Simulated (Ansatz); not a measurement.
`Cl[Se][Se]Cl`. Total charge 0; spin multiplicity 1. The geometry is a stationary point of PBE0-D4/def2-TZVP. It is one conformer, not always the lowest.

```xyz
4

Cl    0.275    0.053    2.355
Se    1.203   -0.435    0.437
Se   -0.480   -0.789   -0.987
Cl   -0.998    1.171   -1.805
```

**Question.** What is the dipole moment at r2SCAN/def2-TZVPP? (Estimate.)

**Answer.** Ansatz gave: 1.50 D, with components (0.71, -1.21, -0.54) D in this frame, pointing from negative to positive charge.

**Question.** And with PBE, B3LYP, ωB97M-V? (An estimate is asked.)

**Answer.** Computed: PBE 1.47 D, B3LYP 1.56 D, ωB97M-V 1.55 D.

**Question.** Give the Mulliken charges with r2SCAN, PBE, ωB97M-V in def2-TZVPP. (An estimate is asked.)

**Answer.** The calculation gave: 
```
atom  r2SCAN    PBE  ωB97M-V
 Cl1   -0.19  -0.18    -0.18
 Se2    0.19   0.18     0.18
 Se3    0.19   0.18     0.18
 Cl4   -0.19  -0.18    -0.18
```

B3LYP here is the variant with VWN-RPA as its local correlation; programs differ in this.
